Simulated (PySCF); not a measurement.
Problem. What does the GFN2-xTB structure of `CCCCS(=O)(=O)[O-]` look like in three dimensions? (Charge -1.)

Solution. 
```
atom  x, y, z in Å
C1     2.1964    0.8639   -0.0406
C2     1.0145    0.0440    0.4619
C3     0.1843   -0.5273   -0.6836
C4    -1.1094   -1.1099   -0.1714
S5    -2.2047    0.2856    0.3288
O6    -2.1224    1.2433   -0.7733
O7    -1.6686    0.7988    1.5915
O8    -3.5234   -0.3316    0.4723
H9     1.8399    1.6969   -0.6417
H10    2.8597    0.2547   -0.6569
H11    2.7733    1.2634    0.7922
H12    1.3787   -0.7739    1.0920
H13    0.3481    0.6646    1.0633
H14    0.7710   -1.2690   -1.2452
H15   -0.0915    0.2845   -1.3609
H16   -1.6680   -1.6341   -0.9411
H17   -0.9850   -1.7419    0.7027
```

Orientation and origin are arbitrary. Atoms count from 1 in this order. All 3 O–S bonds measure 1.462 to 1.465 Å. Of the pairs four or more bonds apart, O7···H13 is among the closest relative to their van der Waals radii: 2.09 Å, 77 % of the sum of Bondi's values. S5 (sulfonyl sulfur) is distorted tetrahedral (angles from 104.1° to 113.6°).

Bonds between heavy atoms (Å): C1–C2 1.524, C2–C3 1.526, C3–C4 1.508, C4–S5 1.843, S5=O6 1.462, S5=O7 1.465, S5–O8 1.463.

Computed geometry: GFN2-xTB, gas phase.

Point group: C1 (no symmetry element, even within 0.4 Å). Stationary, but not proved a minimum. Torsions: C1–C2–C3–C4 -169°, C2–C3–C4–S5 72°.

One conformer stands for the species.
